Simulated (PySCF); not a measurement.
A GIAO shielding run with PySCF 2.14.0 with density-fitted response routines (density fitting, non-relativistic, gas phase) on `Cc1pcsc1N(C)C`, C₆H₁₀NPS:

```
$ OMP_NUM_THREADS=1 python probes_run.py task.json out

{"job": {"kind": "nmr", "xc": "PBE0", "basis": "pcSseg-1"}, "charge": 0, "multiplicity": 1}
C      1.926291    -1.197644    -0.354732
C      1.458296     0.202077    -0.083938
P      2.630482     1.514590     0.160026
C      1.427692     2.707076     0.302167
S     -0.214048     2.232061     0.215952
C      0.134818     0.532531    -0.051226
N     -0.904153    -0.369692    -0.229156
C     -1.141338    -1.288128     0.869620
C     -2.129629     0.188685    -0.754910
H      2.095193    -1.740830     0.576420
H      2.868414    -1.173706    -0.899014
H      1.184574    -1.734921    -0.942535
H      1.613269     3.757071     0.440782
H     -1.697897    -0.811710     1.688311
H     -1.721574    -2.133235     0.498526
H     -0.194663    -1.652491     1.257444
H     -2.650600     0.822677    -0.023716
H     -2.790203    -0.629705    -1.039618
H     -1.904731     0.784545    -1.637864
```

Hardware: 1 thread of an Arm Neoverse V1, shared host. The job also computes population analyses, field gradients, ring-centre shieldings.

**Question.** How large is the calculation?

**Answer.** 84 electrons, 217 basis functions and 1164 auxiliary functions.

**Question.** How long does it take, and how much memory does it need?

**Answer.** 63 s of wall time, with 14 SCF cycles and 5 response iterations; peak memory 0.95 GiB. Times on a shared host scatter by some tens of per cent.
